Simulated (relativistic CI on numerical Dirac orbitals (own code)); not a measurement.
Hyperfine structure of Xe XXXI, mass number 129

Method of calculation: Dirac-Coulomb-Breit CI, orbitals from a KLI potential per configuration, a model potential for QED, unscaled Slater integrals (own radial code, finite nucleus).

Configurations in the expansion (outside the closed core [Ne]): 3s2.3p6.3d6, 3s2.3p5.3d7, 3s2.3p4.3d8, 3s.3p6.3d7, 3p6.3d8, 3s.3p5.3d8, 3s2.3p6.3d5.4s, 3s2.3p6.3d5.4p, 3s2.3p6.3d5.4d, 3s2.3p4.3d7.4s, 3s2.3p5.3d6.4s, 3s2.3p6.3d5.4f, 3s2.3p6.3d4.4s2, 3s.3p6.3d6.4s, 3p6.3d7.4s, 3s2.3p6.3d5.5s. Levels of other configurations are missing.

Nuclear spin I = 1/2, μ = -0.77796 μN (tables of Stone and Pyykkö). The electronic factors are computed for point nuclear moments, without core polarisation or the Bohr-Weisskopf and QED corrections.

```csv
Level,E (cm⁻¹),A (MHz)
3s2.3p6.3d6 5D_4,0.0,-17640
3s2.3p6.3d6 5D_3,81645.0,-11980
3s2.3p6.3d6 5D_1,102971.6,-15810
3s2.3p6.3d6 3G_5,155033.5,-23790
3s2.3p6.3d6 3H_6,155777.0,-25930
3s2.3p6.3d6 3D_1,242476.2,-25830
```

Levels with J = 0, under 50 % of one LS term, or S terms without an open s electron are left out. Small factors come from cancelling terms and can be off by tens of per cent or more.

At this charge energies of transitions that change n are usually good to better than 1 %, and those within a shell (Δn = 0) to a few per cent. Terms inside the open d or f shell come out 10 to 20 % too wide with unscaled integrals.

**Question.** Give the hyperfine levels of 3s2.3p6.3d6 5D_4 relative to its centre of gravity.

**Answer.** With K = F(F + 1) − I(I + 1) − J(J + 1), E = AK/2: F = 7/2: 44100, F = 9/2: -35280 MHz.

LS names give the leading component of a level, which can be under half, so a name can repeat, a term be missing and a line seem to break the LS rules.
